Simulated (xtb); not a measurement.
C3H6BNO, SMILES C=C1CNB1O. All values are semi-empirical tight-binding results from xtb (GFN2-xTB unless named), good for trends rather than for accurate numbers. Geometry: GFN2-xTB. The structure was generated by enumeration, and PubChem lists no compound with its InChIKey, so it may never have been made. One conformer was computed; it need not be the lowest.

Estimate the properties. (Estimate from the structure and the level; the computed values follow.)


* **point group as xtb finds it**: Cs
* **orbital gap**: 4.32 eV
* **dipole moment**: 2.46 D
* **zero-point energy**: 57.8 kcal/mol
* **G − E(el) at 298.15 K (modified RRHO)**: 39.5 kcal/mol
* **static polarisability (D4 model)**: 58.6 bohr³
* **solvation energy, GFN2-xTB/ALPB(water)**: -5.5 kcal/mol
* **solvation energy, GFN2-xTB/ALPB(acetone)**: -8.4 kcal/mol

Computed IR lines (harmonic; lines under 4 % of the strongest left out, lines within 3 cm⁻¹ merged):
ν (cm⁻¹): 484 (w), 526 (s), 912 (w), 927 (m), 1101 (w), 1181 (m), 1207 (w), 1276 (w), 1408 (w), 1442 (vs), 1484 (m), 1754 (w), 2885 (m), 2918 (m), 3062 (w), 3110 (w), 3465 (w) (against the strongest line: vs over 80 %, s over 45 %, m over 15 %, w over 4 %, vw less)
